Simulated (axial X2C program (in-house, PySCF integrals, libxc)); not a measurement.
**BeC⁺: cheaper levels and CCSD(T), with spin–orbit coupling**

Calculated with an in-house all-electron X2C program for linear molecules (integrals from PySCF). Two-component (2c) means X2C with spin–orbit coupling and atomic mean-field two-electron Coulomb and Gaunt terms. Basis: C dyall-v3z [7s6p2d1f], Be dyall-cv3z [8s8p3d1f] (cores contracted in-house); Gaussian nuclei, density fitting, unrestricted open shells. Masses: C 12.000 u, Be 9.012 u.

State: Ω = 3/2 (⟨Sz⟩ = 1.50, ⟨Lz⟩ = 0.00 at HF); fragments C + Be+.

```tsv
level	Re (Å)	ωe (cm⁻¹)	De (eV)
PBE0	1.571	1141.9	2.93
HF	1.561	1198.6	2.10
MP2	1.573	1156.8	2.68
CCSD	1.576	1143.3	2.60
TPSSh	1.580	1118.9	2.97
```

Correlated methods: 5 electrons correlated (number of frozen shells: C 1 s; Be 1 s), 155 virtual spin orbitals or spinors in MP2, 59 natural virtuals in coupled cluster.

CCSD(T), same Hamiltonian and basis:

Re = 1.580 Å, ωe = 1129.4 cm⁻¹, De = 2.65 eV; T1 = 0.023 (Lee–Taylor normalisation).

Problem. Give the differences from CCSD(T) in the columns below.

Solution. 

```json
{"level": "PBE0", "ΔRe (Å)": "-0.009", "Δωe (cm⁻¹)": "12", "ΔDe (eV)": "0.28"}
{"level": "HF", "ΔRe (Å)": "-0.019", "Δωe (cm⁻¹)": "69", "ΔDe (eV)": "-0.55"}
{"level": "MP2", "ΔRe (Å)": "-0.007", "Δωe (cm⁻¹)": "27", "ΔDe (eV)": "0.03"}
{"level": "CCSD", "ΔRe (Å)": "-0.004", "Δωe (cm⁻¹)": "14", "ΔDe (eV)": "-0.05"}
{"level": "TPSSh", "ΔRe (Å)": "0.000", "Δωe (cm⁻¹)": "-10", "ΔDe (eV)": "0.32"}
```

The state is one determinant whose occupation by symmetry is held fixed; it was picked as the lowest of a PBE0 search that is not exhaustive. Dissociation energies refer to the lowest single-determinant-based atoms at the same level and basis. Density functionals use the spin component along the axis (collinear). Coupled cluster ran in a truncated set of natural virtual spinors; the MP2 energy of the rest was added. (T) has no such correction and the atoms are truncated less, which lowers De at CCSD(T) by a hundredth of an eV or more. The 2c atoms are single determinants rather than J levels; their spin–orbit lowering is only partly caught, and De is too large by that part. This holds for PBE0, MP2, CCSD, TPSSh, CCSD(T). Without a current term, density functionals place determinants with orbital angular momentum somewhat too high. With several unpaired electrons one determinant need not be a pure state. This is the top spin component of a Σ state; components of lower Ω are not single determinants and can lie lower.
